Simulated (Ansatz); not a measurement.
C$_{2}$H$_{5}$BO$_{2}$ (SMILES BOC(C)=O), singlet, at a GFN2-xTB geometry; CASSCF(4,4)/STO-3G run with Ansatz (a first-principles code).

Here is a job for Ansatz.
Ansatz 0.2 input:
```yaml
crystal:
  periodic: [false, false, false]
  atoms:
    - {symbol: B, position_ang: [-1.41458584, 1.31263708, 0.50433055]}
    - {symbol: H, position_ang: [-1.02345525, 1.56153874, 1.58335403]}
    - {symbol: H, position_ang: [-2.38283412, 1.78329397, 0.04717857]}
    - {symbol: O, position_ang: [-0.79659534, 0.41330148, -0.27754603]}
    - {symbol: C, position_ang: [0.40071868, -0.18119655, -0.03555849]}
    - {symbol: C, position_ang: [0.45065990, -1.56936860, -0.60898132]}
    - {symbol: O, position_ang: [1.29859656, 0.37486991, 0.52462842]}
    - {symbol: H, position_ang: [1.41733722, -2.02022565, -0.40683527]}
    - {symbol: H, position_ang: [0.28067055, -1.51789355, -1.68236505]}
    - {symbol: H, position_ang: [-0.34307027, -2.17187909, -0.17240537]}
basis:
  gaussian:
    orbitals: STO-3G
hamiltonian:
  xc: hf
magnetization: {spin_polarized: false}
correlation: {active_space: {window: {electrons: 4, orbitals: 4}}}
```

It wrote (shortened):

```
Functional definition: HF
425 factors; integrals over basis functions are off by at most 4.5e-5 eV
mean field evaluation 1: about -6792.7290 eV, gradient 3.8e1 eV
mean field evaluation 2: about -6792.9204 eV, gradient 3.8e1 eV
mean field evaluation 4: about -6797.7091 eV, gradient 3.4e0 eV
mean field evaluation 8: about -6797.7804 eV, gradient 1.9e-2 eV
mean field -6797.77567253 eV, -249.8136482676 hartree, gradient 1.2e-6 eV, S^2 0.000000; 0 other end points of the search recorded, 0 dependent functions left out
reference -6797.77567253 eV, -249.8136482676 hartree; 19, 19 occupied and 11, 11 virtual orbitals, 425 factors
state -6799.85353559 eV, -249.8900083268 hartree
Total energy: -6799.85353559 eV, -249.8900083268 hartree
```
